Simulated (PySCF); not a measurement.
Ge2H6, charge +1, multiplicity 2. Atoms are numbered in the order given.

```xyz
8

Ge     0.0000     0.0000    -1.4313
Ge     0.0000     0.0000     1.4313
H     -1.3102    -0.7565    -1.6258
H      1.3102    -0.7565    -1.6258
H      0.0000     1.5129    -1.6258
H     -1.3102     0.7565     1.6258
H      1.3102     0.7565     1.6258
H      0.0000    -1.5129     1.6258
```
Charge +1, spin multiplicity 2.

The structure is a stationary point at B3LYP-D3(BJ)/def2-TZVP. The spin state was assumed, not searched.

Level of theory: TDA-PBE0/def2-SVPD (PySCF 2.14.0).

Vertical excitations; the highest root listed may be one member of a degenerate set. Isolated molecule, no solvent.

Estimate the UV-visible absorptions. (An estimate is asked for; the answer gives what the named calculation found.)


```json
[
 {"state": "root 1", "energy (eV)": "3.48", "λ (nm)": "356", "f": "0.000", "main pairs": "β HOMO−1→LUMO (degenerate set)"},
 {"state": "root 2", "energy (eV)": "3.48", "λ (nm)": "356", "f": "0.000", "main pairs": "β HOMO→LUMO (degenerate set)"},
 {"state": "root 3", "energy (eV)": "3.94", "λ (nm)": "315", "f": "0.005", "main pairs": "β HOMO−2→LUMO (degenerate set)"},
 {"state": "root 4", "energy (eV)": "3.94", "λ (nm)": "315", "f": "0.005", "main pairs": "β HOMO−3→LUMO (degenerate set)"},
 {"state": "root 5", "energy (eV)": "5.76", "λ (nm)": "215", "f": "0.531", "main pairs": "α HOMO→LUMO 95 %"},
 {"state": "root 6", "energy (eV)": "6.39", "λ (nm)": "194", "f": "0.000", "main pairs": "α HOMO→LUMO+1 97 %"},
 {"state": "root 7", "energy (eV)": "7.32", "λ (nm)": "169", "f": "0.002", "main pairs": "α HOMO−1→LUMO (degenerate set)"},
 {"state": "root 8", "energy (eV)": "7.32", "λ (nm)": "169", "f": "0.002", "main pairs": "α HOMO−2→LUMO (degenerate set)"},
 {"state": "root 9", "energy (eV)": "7.39", "λ (nm)": "168", "f": "0.072", "main pairs": "α HOMO→LUMO+2 97 %"},
 {"state": "root 10", "energy (eV)": "7.68", "λ (nm)": "162", "f": "0.012", "main pairs": "α HOMO→LUMO+3 81 %, β HOMO→LUMO+1 8 %"}
]
```
Unrestricted roots are not spin-pure.
